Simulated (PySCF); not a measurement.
Compound: acenaphthylene, C12H8.
Bonds: C1–C2 (double), C2–C3, C3–C4 (aromatic), C4–C5 (aromatic), C5–C6 (aromatic), C6–C7 (aromatic), C7–C8 (aromatic), C8–C9 (aromatic), C9–C10 (aromatic), C10–C11 (aromatic), C11–C12 (aromatic), C1–C11, C3–C12 (aromatic), C7–C12 (aromatic). Hydrogens: H13 on C1; H14 on C2; H15 on C4; H16 on C5; H17 on C6; H18 on C8; H19 on C9; H20 on C10.

The same species was optimised twice, with GFN2-xTB and with PBE0-D3(BJ)/def2-SVP (PySCF), and the same property calculations (PySCF, gas phase) were run on both structures.

```json
{"coordinate": "C9–C10 (Å)", "GFN2-xTB": "1.411", "PBE0-D3(BJ)/def2-SVP": "1.423", "change": "+0.012"}
{"coordinate": "C4–C5 (Å)", "GFN2-xTB": "1.411", "PBE0-D3(BJ)/def2-SVP": "1.423", "change": "+0.012"}
{"coordinate": "C1=C2 (Å)", "GFN2-xTB": "1.352", "PBE0-D3(BJ)/def2-SVP": "1.364", "change": "+0.012"}
{"coordinate": "C1–C11 (Å)", "GFN2-xTB": "1.457", "PBE0-D3(BJ)/def2-SVP": "1.469", "change": "+0.012"}
{"coordinate": "C2–C3 (Å)", "GFN2-xTB": "1.457", "PBE0-D3(BJ)/def2-SVP": "1.469", "change": "+0.012"}
{"coordinate": "C5–C6 (Å)", "GFN2-xTB": "1.374", "PBE0-D3(BJ)/def2-SVP": "1.383", "change": "+0.009"}
{"coordinate": "C8–C9 (Å)", "GFN2-xTB": "1.374", "PBE0-D3(BJ)/def2-SVP": "1.383", "change": "+0.009"}
{"coordinate": "C3–C4 (Å)", "GFN2-xTB": "1.372", "PBE0-D3(BJ)/def2-SVP": "1.381", "change": "+0.009"}
{"coordinate": "C7–C8 (Å)", "GFN2-xTB": "1.415", "PBE0-D3(BJ)/def2-SVP": "1.424", "change": "+0.009"}
{"coordinate": "C6–C7 (Å)", "GFN2-xTB": "1.415", "PBE0-D3(BJ)/def2-SVP": "1.424", "change": "+0.009"}
{"coordinate": "C10–C11 (Å)", "GFN2-xTB": "1.372", "PBE0-D3(BJ)/def2-SVP": "1.380", "change": "+0.008"}
{"coordinate": "C7–C12 (Å)", "GFN2-xTB": "1.390", "PBE0-D3(BJ)/def2-SVP": "1.395", "change": "+0.005"}
{"coordinate": "C11–C12 (Å)", "GFN2-xTB": "1.412", "PBE0-D3(BJ)/def2-SVP": "1.415", "change": "+0.003"}
{"coordinate": "C3–C12 (Å)", "GFN2-xTB": "1.412", "PBE0-D3(BJ)/def2-SVP": "1.415", "change": "+0.003"}
{"coordinate": "C6–C7–C8 (°)", "GFN2-xTB": "128.7", "PBE0-D3(BJ)/def2-SVP": "128.1", "change": "-0.6"}
{"coordinate": "C4–C5–C6 (°)", "GFN2-xTB": "123.1", "PBE0-D3(BJ)/def2-SVP": "122.6", "change": "-0.5"}
{"coordinate": "C8–C9–C10 (°)", "GFN2-xTB": "123.1", "PBE0-D3(BJ)/def2-SVP": "122.6", "change": "-0.5"}
{"coordinate": "C1–C2–C3 (°)", "GFN2-xTB": "109.3", "PBE0-D3(BJ)/def2-SVP": "108.9", "change": "-0.4"}
{"coordinate": "C2–C3–C4 (°)", "GFN2-xTB": "136.5", "PBE0-D3(BJ)/def2-SVP": "136.1", "change": "-0.4"}
{"coordinate": "C2–C3–C12 (°)", "GFN2-xTB": "105.7", "PBE0-D3(BJ)/def2-SVP": "106.0", "change": "+0.3"}
{"coordinate": "C6–C7–C12 (°)", "GFN2-xTB": "115.6", "PBE0-D3(BJ)/def2-SVP": "115.9", "change": "+0.3"}
{"coordinate": "C1–C11–C10 (°)", "GFN2-xTB": "136.4", "PBE0-D3(BJ)/def2-SVP": "136.2", "change": "-0.2"}
```

Rotational constants: A = 1536, B = 1234, C = 684.4 MHz (GFN2-xTB) against A = 1514, B = 1222, C = 676.1 MHz (PBE0-D3(BJ)/def2-SVP). Point groups within 0.08 Å: C2v and C2v.

On the GFN2-xTB structure: HOMO (eV) -6.40 [PBE0/pcSseg-1]; LUMO (eV) -2.17 [PBE0/pcSseg-1]; dipole (D) 0.37 [PBE0/pcSseg-1]; GIAO shielding of C1/C2 (mean) (ppm) 51.4 [PBE0/pcSseg-1]; GIAO shielding of C3/C11 (mean) (ppm) 41.6 [PBE0/pcSseg-1]; GIAO shielding of C4/C10 (mean) (ppm) 56.0 [PBE0/pcSseg-1]; GIAO shielding of C5/C9 (mean) (ppm) 54.5 [PBE0/pcSseg-1]; GIAO shielding of C6/C8 (mean) (ppm) 53.1 [PBE0/pcSseg-1]; GIAO shielding of C7 (ppm) 55.0 [PBE0/pcSseg-1]; GIAO shielding of C12 (ppm) 53.4 [PBE0/pcSseg-1].

What do these properties become on the PBE0-D3(BJ)/def2-SVP structure?

```
                                    property          level  on GFN2-xTB  on PBE0-D3(BJ)/def2-SVP  change
                                   HOMO (eV)  PBE0/pcSseg-1        -6.40                    -6.41   -0.01
                                   LUMO (eV)  PBE0/pcSseg-1        -2.17                    -2.19   -0.02
                                  dipole (D)  PBE0/pcSseg-1         0.37                     0.38   +0.01
energy, GFN2-xTB geometry as zero (kcal/mol)  PBE0/pcSseg-1          0.0                     -0.3    -0.3
        GIAO shielding of C1/C2 (mean) (ppm)  PBE0/pcSseg-1         51.4                     48.3    -3.1
       GIAO shielding of C3/C11 (mean) (ppm)  PBE0/pcSseg-1         41.6                     40.2    -1.4
       GIAO shielding of C4/C10 (mean) (ppm)  PBE0/pcSseg-1         56.0                     53.5    -2.5
        GIAO shielding of C5/C9 (mean) (ppm)  PBE0/pcSseg-1         54.5                     51.8    -2.7
        GIAO shielding of C6/C8 (mean) (ppm)  PBE0/pcSseg-1         53.1                     50.4    -2.7
                  GIAO shielding of C7 (ppm)  PBE0/pcSseg-1         55.0                     53.3    -1.7
                 GIAO shielding of C12 (ppm)  PBE0/pcSseg-1         53.4                     53.5    +0.1
```

The heavy atoms differ by 0.013 Å rms after alignment. Among bonds between heavy atoms C1=C2, C1–C11, C2–C3, C4–C5 and C9–C10 change most and about equally (+0.012 Å). Changes are differences of the printed values. Neither structure is proved a minimum here.
